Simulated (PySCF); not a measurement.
C2H4F, SMILES F[CH]C (connectivity only; charge and spin as stated), charge +1, multiplicity 1.

Coordinates come from a PBE0-D3(BJ)/def2-TZVP optimisation. The multiplicity is an assumed one; other spin states were not compared. The isomer is the one that the SMILES or the coordinates give; other isomers of the formula were not compared.

All values below come from TDA-PBE0/def2-SVPD in PySCF 2.14.0.

Vertical excitations. The molecule is in vacuum. State labels are in the subgroup Cs.

| state | symmetry | energy (eV) | λ (nm) | f | main pairs |
|---|---|---|---|---|---|
| S1 | A" | 5.89 | 210 | 0.000 | HOMO→LUMO 94 % |
| S2 | A" | 6.83 | 182 | 0.008 | HOMO−2→LUMO 93 % |
| S3 | A' | 8.18 | 151 | 0.302 | HOMO−1→LUMO 95 % |
| S4 | A" | 9.73 | 127 | 0.020 | HOMO−3→LUMO 95 % |
| S5 | A" | 11.21 | 111 | 0.003 | HOMO−5→LUMO 98 % |
| S6 | A' | 11.73 | 106 | 0.059 | HOMO−4→LUMO 90 % |
| S7 | A' | 12.32 | 101 | 0.016 | HOMO→LUMO+1 89 % |
| S8 | A" | 12.74 | 97 | 0.104 | HOMO−1→LUMO+1 96 % |
| S9 | A' | 12.81 | 97 | 0.103 | HOMO−2→LUMO+1 82 % |
| S10 | A' | 13.35 | 93 | 0.050 | HOMO→LUMO+3 42 %, HOMO→LUMO+2 32 %, HOMO−2→LUMO+1 10 % |
| T1 | A" | 5.22 | 238 | 0 | HOMO→LUMO 87 % |
| T2 | A' | 5.98 | 207 | 0 | HOMO−1→LUMO 100 % |
| T3 | A" | 6.37 | 195 | 0 | HOMO−2→LUMO 87 % |
| T4 | A' | 8.59 | 144 | 0 | HOMO−4→LUMO 99 % |
Triplets are in the Tamm–Dancoff approximation.
